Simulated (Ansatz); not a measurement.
System: C3H10OSi, net charge 0, singlet state. 
Structure (B3LYP-D3(BJ)/def2-TZVP (Ansatz, a first-principles code) minimum search):
```
Si
O 1 1.6645
H 2 0.9597 1 118.16
C 1 1.8653 2 104.90 3 180.00
H 4 1.0919 1 110.92 2 -59.94
H 4 1.0919 5 107.88 1 -121.66
H 4 1.0925 5 107.98 6 -116.47
C 1 1.8744 2 110.33 3 -60.44
H 8 1.0921 1 111.02 2 -57.78
H 8 1.0930 9 107.89 1 121.89
H 8 1.0932 9 107.83 10 115.71
C 1 1.8744 2 110.33 3 60.44
H 12 1.0921 1 111.02 2 57.78
H 12 1.0930 13 107.89 1 -121.89
H 12 1.0932 13 107.83 14 -115.71
```
Charge 0, spin multiplicity 1.

Basis-set convergence of Hartree-Fock and CCSD correlation energies (hartree) with Ansatz. Valence correlation only, unless marked. No spin-orbit coupling. No relativistic terms.

```json
[
 {"basis": "cc-pV(D+d)Z", "functions": "129", "E(HF)": "-483.31874", "E(corr, CCSD)": "-0.79156"},
 {"basis": "cc-pV(T+d)Z", "functions": "299", "E(HF)": "-483.40316", "E(corr, CCSD)": "-0.95834"},
 {"basis": "cc-pV(Q+d)Z", "functions": "584", "E(HF)": "-483.42089", "E(corr, CCSD)": "-1.01066"}
]
```

Extrapolating the two largest sets (X = 3 and 4) as X^-3: E(corr) = (64·(-1.01066) - 27·(-0.95834))/37 = -1.0488 Eh, an estimate of the basis-set limit. The largest set recovers 96.4 % of it, the smallest 75.5 %.
